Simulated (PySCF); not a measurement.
**NMR data sheet: propyl acetate**

* Formula: C5H10O2
* SMILES: CCCOC(C)=O
* Point group of the computed structure: C1
* Degrees of unsaturation: 1
* Carbon signals: 5
* Proton signals: 4

Molfile (atoms numbered from 1):
```
C5H10O2
     RDKit          3D

 17 16  0  0  0  0  0  0  0  0999 V2000
   -2.7611   -0.1623   -0.0046 C   0  0  0  0  0  0  0  0  0  0  0  0
   -1.3084   -0.5431    0.2223 C   0  0  0  0  0  0  0  0  0  0  0  0
   -0.4616    0.6755    0.5140 C   0  0  0  0  0  0  0  0  0  0  0  0
    0.9008    0.3277    0.7809 O   0  0  0  0  0  0  0  0  0  0  0  0
    1.6974    0.1760   -0.2863 C   0  0  0  0  0  0  0  0  0  0  0  0
    3.0948   -0.1657    0.1320 C   0  0  0  0  0  0  0  0  0  0  0  0
    1.3309    0.3171   -1.4225 O   0  0  0  0  0  0  0  0  0  0  0  0
   -2.8652    0.4994   -0.8681 H   0  0  0  0  0  0  0  0  0  0  0  0
   -3.3751   -1.0459   -0.1875 H   0  0  0  0  0  0  0  0  0  0  0  0
   -3.1777    0.3560    0.8638 H   0  0  0  0  0  0  0  0  0  0  0  0
   -1.2242   -1.2421    1.0602 H   0  0  0  0  0  0  0  0  0  0  0  0
   -0.9078   -1.0454   -0.6618 H   0  0  0  0  0  0  0  0  0  0  0  0
   -0.8036    1.1804    1.4195 H   0  0  0  0  0  0  0  0  0  0  0  0
   -0.4943    1.3777   -0.3219 H   0  0  0  0  0  0  0  0  0  0  0  0
    3.6530   -0.5278   -0.7278 H   0  0  0  0  0  0  0  0  0  0  0  0
    3.5785    0.7337    0.5206 H   0  0  0  0  0  0  0  0  0  0  0  0
    3.0896   -0.9079    0.9302 H   0  0  0  0  0  0  0  0  0  0  0  0
  1  2  1  0
  2  3  1  0
  3  4  1  0
  4  5  1  0
  5  6  1  0
  5  7  2  0
  1  8  1  0
  1  9  1  0
  1 10  1  0
  2 11  1  0
  2 12  1  0
  3 13  1  0
  3 14  1  0
  6 15  1  0
  6 16  1  0
  6 17  1  0
M  END
```

PySCF calculation with coordinates at the PBE0-D3(BJ)/def2-TZVP level and σ from GIAO-wB97X-D/pcSseg-2; non-relativistic, no solvent, one computed conformer, rapidly exchanging positions averaged.

References, each an isolated molecule treated in the same way: 1H (σ = 31.63 ppm) and 13C (σ = 186.29 ppm) against TMS; 17O (σ = 328.24 ppm) against H2O.

| carbon | δC, type | δH (multiplicity) | HMBC from (2–3 bonds) | span of the C tensor (ppm) |
| --- | --- | --- | --- | --- |
| C1 | 11.6, CH3 | 0.87 (t) | H13/H14, H11/H12 | 21 |
| C2 | 25.8, CH2 | 1.61 (m) | H13/H14, H8/H9/H10 | 32 |
| C3 | 70.6, CH2 | 3.96 (t) | H11/H12, H8/H9/H10 | 89 |
| C5 | 182.5, C | – | H13/H14, H15/H16/H17 | 169 |
| C6 | 23.3, CH3 | 1.95 (s) | – | 53 |

Other nuclei:
```tsv
atoms	nucleus	environment	δ (ppm)	σ (ppm)
O7	17O	ester carbonyl oxygen	428.3	-100.1
O4	17O	ester alkoxy oxygen	211.6	116.7
```

- Carbon types of the structure: 1 × C, 2 × CH2, 2 × CH3, which accounts for all hydrogens.
- δC 182.5: ester carbonyl carbon; lone-pair donation from the attached heteroatom keeps it upfield of a ketone carbonyl.
- δC 70.6: sp3 CH2 bonded to O; pulled downfield by the heteroatom.
- δC 11.6: methyl carbon; saturated and bonded to C and H only.
- δH 3.96: hydrogen on an sp3 CH2 bonded to O; its carbon carries O, which withdraws density.
- δH 0.87: hydrogen on a methyl carbon; far from electronegative atoms and π systems.

Shifts are as computed. Against solution values, carbons near 30 ppm lie about +3 ppm off and those near 130 ppm about +10 ppm. Of 1211 compounds with measured shifts, 218 miss one by over three times the rms of a fit or turn the order of signals round; such compounds aren't used in these exercises. Unscaled 17O shifts of doubly bonded oxygen tend to come out too high, by tens of ppm or more. Experimental scales use liquid or dissolved standards, which lie at an offset from isolated H2O (liquid H2O: subtract about 36 ppm). Multiplicities follow the n + 1 count of equivalent neighbours, as no J values were calculated; m marks all less simple cases, F and P coupling included.
